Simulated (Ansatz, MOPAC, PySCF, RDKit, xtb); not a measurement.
Noncovalent pair: H2 (SMILES [H][H]) (first 2 atoms) with CH4S (SMILES CS); geometry from B3LYP-D3(BJ)/def2-TZVP, rigid monomers moved along the line of their centres of mass till H1···S4 is 4.23 Å.
(charge 0, multiplicity 1):
```xyz
8

H      0.0296    -0.3295     0.1544
H      0.3783    -0.1610    -0.4832
C      0.7452     0.8946     4.2750
S     -0.8924     0.0953     4.2586
H      0.7506     1.7689     4.9224
H      1.4381     0.1567     4.6758
H      1.0627     1.1648     3.2699
H     -1.5809     1.1373     3.7649
```

```tsv
level	interaction energy (kcal/mol)	minus CCSD(T)/CBS(aug-cc-pV(D+d)Z, aug-cc-pV(T+d)Z)
UFF	-0.17	0.11
GFN-FF	-0.15	0.13
PM7	-0.19	0.08
GFN1-xTB	-0.14	0.14
PBE-D4/def2-TZVPPD	-0.39	-0.11
BP86/6-31G* (no counterpoise)	0.03	0.30
B3LYP-D3(BJ)/def2-TZVPPD	-0.22	0.05
B3LYP-D4/def2-TZVPPD	-0.24	0.04
M06-2X/6-31G* (no counterpoise)	-0.31	-0.03
MP2/6-31G*	-0.12	0.16
MP2/aug-cc-pV(T+d)Z	-0.27	0.01
SCS-MP2/aug-cc-pV(D+d)Z	-0.21	0.07
CCSD/aug-cc-pV(D+d)Z	-0.23	0.05
CCSD(T)/CBS(aug-cc-pV(D+d)Z, aug-cc-pV(T+d)Z)	-0.28	0.00
```

 The comparison column counts from a level with limits of its own.

The rows run from -0.39 (PBE-D4/def2-TZVPPD) to 0.03 kcal/mol (BP86/6-31G* (no counterpoise)).

Interaction energies are E(AB) − E(A) − E(B) at the monomers' geometry in the complex; basis-set methods are counterpoise corrected. Rows marked so take none. RDKit's UFF carries no charges.

Correlated levels freeze the cores. CBS(a, b) extrapolates the correlation energy as X⁻³ and adds the Hartree–Fock energy of set b. Rows in 6-31G* carry no dispersion term and start afresh at each structure (6-31G* with six Cartesian d functions). MP2/6-31G* freezes PySCF's default core. The state that PM7 reach isn't checked; PM7 holds dispersion and hydrogen-bond terms.

Run with Ansatz (Gaussian basis) for Hartree–Fock, density functionals and correlated methods; MOPAC for PM7 (differences of heats of formation); PySCF for 6-31G* rows, the dispersion terms; RDKit for the force fields; xtb for the GFN methods. Values without a source in brackets are computed.

Ansatz is a program for electronic structure.
